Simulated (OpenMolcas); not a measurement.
Se³⁺: the spin-orbit constant, worked from levels

```json
{"Program": "OpenMolcas 26.06", "Basis": "ANO-R2 [6s6p4d3f1g]", "Scalar Hamiltonian": "X2C, finite nucleus", "Active space": "3 electrons in 8 orbitals (4s 4p 5s 5p)", "State averaging": "2S+1 = 4 odd, 1 root; 2S+1 = 2 odd, 11 roots; 2S+1 = 4 even, 3 roots; 2S+1 = 2 even, 9 roots", "Spin-orbit coupling": "RASSI with atomic mean-field integrals over the reference wave functions, term energies averaged over their components"}
```

Methods: CASSCF; MS-CASPT2, IPEA 0.25 Eh, imaginary shift 0.1 Eh (closed shells correlated: 3d). Measured levels: Moore, Atomic Energy Levels, vol. II, NSRDS-NBS 35 (1971 reprint of NBS Circular 467, 1952).

**The spin-orbit constant.** For the Hund term ²P° of p1, E(J) = (A/2) J(J+1) + constant and ζ = 2S·A = A. From J = 1/2 to J = 3/2 the energy changes by 1.5 A.

```csv
Source,E(3/2) - E(1/2),A,ζ
CASSCF,3785.2,2523.5,2523
MS-CASPT2,3813.2,2542.1,2542
measured,4376.0,2917.3,2917
```

All in cm-1. MS-CASPT2 is off by -12.9 % and CASSCF by -13.5 %. Both methods take the spin-orbit matrix elements from the reference wave functions, so the second can move ζ only through the term energies and any multistate remixing.

Over all roots computed the reference weight is 0.88 to 0.97 in MS-CASPT2; the roots of lowest weight are the least certain, and an intruder state may touch them. Active for correlation alone: 5p 5s; no level in the range computed is led by a configuration that fills them, so any true level of that kind is missing. Computed and measured levels are paired by configuration, term and J; levels that our copy of the source lacks, or whose pairing is in doubt (as where it misses far off the trend of its configuration), stay unpaired and out of the deviations. Levels of configurations outside the active space are missing.

° marks odd parity.
